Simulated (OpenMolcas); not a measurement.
Computed levels of Eu V

```json
{"Program": "OpenMolcas", "Method": "MS-CASPT2, IPEA 0.25 Eh, imaginary shift 0.1 Eh (closed shells correlated: 5s 5p)", "Basis": "ANO-RCC-VTZP [8s7p5d3f2g1h]", "Scalar Hamiltonian": "DKH2, point nucleus", "Active space": "5 electrons in 7 orbitals (4f)", "State averaging": "2S+1 = 6 odd, 21 roots; 2S+1 = 4 odd, 224 roots (128 in the spin-orbit step); 2S+1 = 2 odd, 249 roots kept (CI in the orbitals of an earlier block, 143 in the spin-orbit step)", "Spin-orbit coupling": "RASSI with atomic mean-field integrals over the reference wave functions, term energies averaged over their components"}
```

Spin-free terms above the lowest, with the occupations of the reference:

| Configuration | Term | E (cm⁻¹) | Occupations |
| --- | --- | --- | --- |
| 4f⁵ | ⁶H° | 0.0 | 4f 5.00 |
| 4f⁵ | ⁶F° | 6100 | 4f 5.00 |
| 4f⁵ | ⁴F°(1) | 22290 | 4f 5.00 |
| 4f⁵ | ⁴I°(1) | 22820 | 4f 5.00 |
| 4f⁵ | ⁴G°(1) | 23300 | 4f 5.00 |
| 4f⁵ | ⁴M° | 24750 | 4f 5.00 |
| 4f⁵ | ⁴K° | 27700 | 4f 5.00 |
| 4f⁵ | ⁴L° | 29120 | 4f 5.00 |
| 4f⁵ | ⁴D° | 29210 | 4f 5.00 |
| 4f⁵ | ⁶P° | 30070 | 4f 5.00 |
| 4f⁵ | ⁴H° | 31430 | 4f 5.00 |

With spin-orbit coupling, above the lowest level:

| Configuration | Term | J | E (cm⁻¹) | g | Term weight % | Second |
| --- | --- | --- | --- | --- | --- | --- |
| 4f⁵ | ⁶H° | 5/2 | 0.0 | 0.299 | 95 | 4 ⁴G°(1) |
| 4f⁵ | ⁶H° | 7/2 | 1432 | 0.830 | 97 | 3 ⁴G°(1) |
| 4f⁵ | ⁶H° | 9/2 | 3090 | 1.071 | 98 |  |
| 4f⁵ | ⁶H° | 11/2 | 4890 | 1.201 | 98 |  |
| 4f⁵ | ⁶H° | 13/2 | 6780 | 1.278 | 97 | 2 ⁴I°(1) |
| 4f⁵ | ⁶F° | 1/2 | 7960 | -0.647 | 97 | 3 ⁴D° |
| 4f⁵ | ⁶F° | 3/2 | 8260 | 1.055 | 95 | 3 ⁴D° |
| 4f⁵ | ⁶H° | 15/2 | 8700 | 1.327 | 95 | 5 ⁴I°(1) |
| 4f⁵ | ⁶F° | 5/2 | 8910 | 1.301 | 93 | 4 ⁴F°(1) |
| 4f⁵ | ⁶F° | 7/2 | 10090 | 1.388 | 94 | 4 ⁴F°(1) |
| 4f⁵ | ⁶F° | 9/2 | 11710 | 1.429 | 96 | 3 ⁴F°(1) |
| 4f⁵ | ⁶F° | 11/2 | 13620 | 1.451 | 97 | 3 ⁴G°(2) |
| 4f⁵ | ⁴G°(1) | 5/2 | 21520 | 0.795 | 47 | 36 ⁴F°(1) |
| 4f⁵ | ⁴F°(1) | 3/2 | 22200 | 0.427 | 95 | 3 ⁶F° |
| 4f⁵ | ⁴G°(1) | 7/2 | 24200 | 1.079 | 58 | 32 ⁴F°(1) |
| 4f⁵ | ⁴I°(1) | 9/2 | 25420 | 0.737 | 95 | 3 ²H° |
| 4f⁵ | ⁴M° | 15/2 | 26000 | 0.884 | 71 | 9 ²L° |
| 4f⁵ | ⁴I°(1) | 11/2 | 26130 | 0.926 | 74 | 22 ⁴K° |
| 4f⁵ | ⁴I°(1) | 13/2 | 26970 | 1.037 | 57 | 27 ⁴K° |
| 4f⁵ | ⁴F°(1) | 5/2 | 27050 | 0.850 | 50 | 40 ⁴G°(1) |
| 4f⁵ | ⁴G°(1) | 9/2 | 27710 | 1.198 | 72 | 21 ⁴F°(1) |
| 4f⁵ | ⁴M° | 17/2 | 28310 | 0.984 | 86 | 9 ⁴L° |
| 4f⁵ | ⁴I°(1) | 15/2 | 28700 | 1.109 | 55 | 17 ⁴M° |
| 4f⁵ | ⁴D° | 5/2 | 30340 | 1.527 | 31 | 30 ⁴P° |
| 4f⁵ | ⁴M° | 19/2 | 30350 | 1.073 | 91 | 7 ⁴L° |
| 4f⁵ | ⁴F°(1) | 7/2 | 30550 | 1.148 | 56 | 33 ⁴G°(1) |
| 4f⁵ | ⁴L° | 13/2 | 31220 | 0.900 | 64 | 27 ⁴I°(1) |
| 4f⁵ | ⁴K° | 11/2 | 31540 | 0.825 | 74 | 22 ⁴I°(1) |
| 4f⁵ | ⁴G°(1) | 11/2 | 31730 | 1.245 | 83 | 11 ⁴H° |
| 4f⁵ | ⁴M° | 21/2 | 32090 | 1.138 | 94 | 5 ²N° |
| 4f⁵ | ⁶P° | 3/2 | 32220 | 1.851 | 44 | 28 ⁴D° |
| 4f⁵ | ⁴D° | 1/2 | 32420 | 0.207 | 63 | 34 ²P° |
| 4f⁵ | ⁴L° | 15/2 | 32430 | 1.036 | 51 | 25 ⁴K° |
| 4f⁵ | ⁴F°(1) | 9/2 | 33620 | 1.274 | 69 | 16 ⁴G°(1) |
| 4f⁵ | ⁴K° | 17/2 | 33840 | 1.113 | 48 | 41 ⁴L° |
| 4f⁵ | ⁴K° | 13/2 | 34120 | 0.941 | 60 | 21 ⁴L° |
| 4f⁵ | ⁴D° | 7/2 | 34180 | 1.499 | 63 | 30 ⁶P° |
| 4f⁵ | ⁴D° | 3/2 | 34910 | 1.599 | 58 | 33 ⁶P° |
| 4f⁵ | ⁶P° | 5/2 | 35780 | 1.628 | 55 | 33 ⁴D° |
| 4f⁵ | ⁴H° | 7/2 | 36220 | 0.683 | 94 | 2 ⁴G°(1) |

Spin-orbit coupling puts the lowest level 5884 cm⁻¹ below the lowest spin-free term.

For ⁶H° the intervals divided by the larger J are 409.1, 368.9, 327.5, 289.7, 256.8 cm-1. Landé's interval rule makes them equal in pure LS coupling; they differ by 46 % of their mean. The multiplet is regular.

CASPT2 breaks the degeneracy within a term, and the mean is taken; among the terms shown or strongly mixed into the levels shown the widest spread is 210 cm-1 (4f⁵ ⁶H°). Blocks of more than 70 roots (2S+1 = 4 odd, 2 odd) ran without multistate coupling. High states are left out of the spin-orbit mixing, which shifts the levels that they would mix with. Levels of configurations outside the active space are missing. The first state left out of the spin-orbit step lies near 52000 cm-1 above the lowest spin-free state of the reference (among the parities and spins computed), and the list stops at four fifths of that energy or lower. The table shows the lowest 40 of 55 levels.

The CASPT2 steps took 3.8 min on 1 thread of Arm Neoverse V1, with other jobs on the host; the integral step is not counted.

The term weight is that of the spin-free term in the level, not the purity of its configuration. A number in round brackets counts repeated terms of one configuration in the order of the reference energies. ° marks odd parity.
